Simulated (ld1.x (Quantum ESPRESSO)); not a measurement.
**An all-electron radial function and its pseudo partner (S)**

Columns: radius, all-electron u(r) and pseudo u(r) of the 3p shell (level -7.02 eV) of sulfur in the configuration [Ne] 3s2 3p4; PBE, non-relativistic, TM scheme, ld1.x (Quantum ESPRESSO) 7.5.

```csv
r (bohr),all-electron,pseudo
0.085,0.1300,-0.0052
0.170,0.2761,-0.0208
0.255,0.3299,-0.0464
0.340,0.3000,-0.0813
0.425,0.2154,-0.1248
0.510,0.1021,-0.1756
0.595,-0.0218,-0.2326
0.680,-0.1445,-0.2939
0.765,-0.2588,-0.3579
0.850,-0.3612,-0.4222
0.935,-0.4501,-0.4847
1.020,-0.5254,-0.5431
1.105,-0.5876,-0.5953
1.190,-0.6369,-0.6397
1.275,-0.6745,-0.6752
1.360,-0.7014,-0.7015
1.445,-0.7190,-0.7190
1.530,-0.7284,-0.7284
1.615,-0.7308,-0.7308
1.700,-0.7274,-0.7274
1.785,-0.7192,-0.7192
1.870,-0.7071,-0.7071
1.955,-0.6918,-0.6918
2.040,-0.6740,-0.6740
2.125,-0.6543,-0.6543
2.210,-0.6333,-0.6333
```

(1) How many radial nodes do the two functions have?

(2) At about which radius was the pseudo-wave matched?

(3) Is the pseudo-wave norm-conserving?

## Answers

(1) The all-electron 3p function has n − l − 1 = 1; the pseudo-wave has 0, since the states of the same l below it are removed with the core.

(2) 1.65 bohr. The columns agree to 0.0005 from 1.36 bohr on; several derivatives are matched, so the curves merge somewhat inside the radius.

(3) Yes: the TM scheme keeps the norm inside the radius equal to the all-electron one, which fixes the energy derivative of the logarithmic derivative at the level.
